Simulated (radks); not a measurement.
Values are calculated unless marked as measured or tabulated.
Task: Numerical settings for neutral dysprosium, [Xe] 4f10 6s2. Level of theory: Dirac Kohn-Sham, PBE, spin-unpolarised, spherical densities, finite nucleus; open shells fill j = l - 1/2 first; Fermi nuclear charge, rms radius 5.2218 fm (a radial shooting solver on a logarithmic mesh with Libxc functionals). The defaults (mesh step 0.008 in ln r, mesh end at 40 bohr or more with all orbitals vanishing there, Anderson mixing 0.5 over 9 steps, residual threshold near 1e-9 with the energy settled to 1e-9 hartree or 1e-11 of itself, here a cap of 86 iterations) give E = -12167.1977 hartree and 4f7/2 at -2.611 eV in 16 iterations. Run on one thread of a shared host, so times are rough (Arm Neoverse V2): 0.16 s of CPU time, 0.16 s wall, 16 iterations on 2440 mesh points. One setting is changed at a time: mesh step in ln r 0.12; mesh step in ln r 0.2; mesh step in ln r 0.03; mesh end (bohr) 2; mesh end (bohr) 20; residual threshold 0.01; residual threshold 1e-16; mixing 0.2; linear mixing, mixing 0.05; linear mixing, mixing 1; mixing history 20; iteration cap 8. Which runs fail to converge, and which converge to a wrong energy?

Result: Not converged within the cap: mesh step in ln r 0.12; mesh step in ln r 0.2; residual threshold 1e-16; linear mixing, mixing 0.05; linear mixing, mixing 1; iteration cap 8. Settled on a wrong energy, with an occupied level pushed above zero by the early mesh end: mesh end (bohr) 2 (+20.8 hartree). Apart from these: no run marked as converged misses the energy by more than 1 mhartree.
